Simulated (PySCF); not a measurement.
Geometry:
```
atom   x (Å)   y (Å)   z (Å)
  F1   1.014   2.467  -0.250
  C2   0.810   1.164  -0.044
  C3   1.390   0.053  -0.479
  C4   0.404  -0.827   0.267
  C5  -0.895  -1.070  -0.473
  C6  -1.463   0.055  -0.053
  C7  -0.264   0.491   0.764
  H8   2.199  -0.181  -1.140
  H9   0.789  -1.590   0.932
 H10  -1.185  -1.868  -1.130
 H11  -2.403   0.544  -0.226
 H12  -0.397   0.762   1.805
```

PySCF 2.14.0 with density-fitted response routines calculation with coordinates at the GFN2-xTB level and σ from GIAO-PBE0/pcSseg-1; relativity neglected, one computed conformer, in vacuum.

Shifts are taken against calculated references (same method and geometry level): $^{13}$C (σ = 186.93 ppm) vs TMS.

Do the $^{13}$C shifts follow the atomic charges (in e)? Tabulate both.

Answers


```csv
atoms,hybridisation,δ (ppm),σ para (ppm),Hirshfeld,IAO,Mulliken,ESP-fitted
C2,sp2,178.6,-243,+0.08,+0.28,+0.34,+0.25
C5,sp2,156.2,-222,-0.05,-0.16,-0.04,-0.27
C6,sp2,152.8,-218,-0.05,-0.16,-0.04,-0.17
C3,sp2,118.3,-186,-0.08,-0.23,-0.12,-0.44
C7,sp3,57.0,-122,-0.04,-0.14,-0.23,-0.06
C4,sp3,40.2,-103,-0.03,-0.10,-0.18,+0.16
```

Correlation coefficients of δ with charge over these carbons: Hirshfeld +0.36, IAO +0.42, Mulliken +0.79, ESP-fitted -0.15; with the paramagnetic shielding -1.00. Among the 4 sp2 carbons alone: Hirshfeld +0.86, IAO +0.82, Mulliken +0.84, ESP-fitted +0.91. With so few points, grouped by hybridisation, these coefficients are fragile. Charge is one influence among several: hybridisation and low-lying excitations act through the paramagnetic term.

Shifts are as computed. Against solution values, carbons near 30 ppm lie about +3 ppm off and those near 130 ppm about +5 ppm. Of 1211 compounds with measured shifts, 218 miss one by over three times the rms of a fit or turn the order of signals round; such compounds aren't used in these exercises.
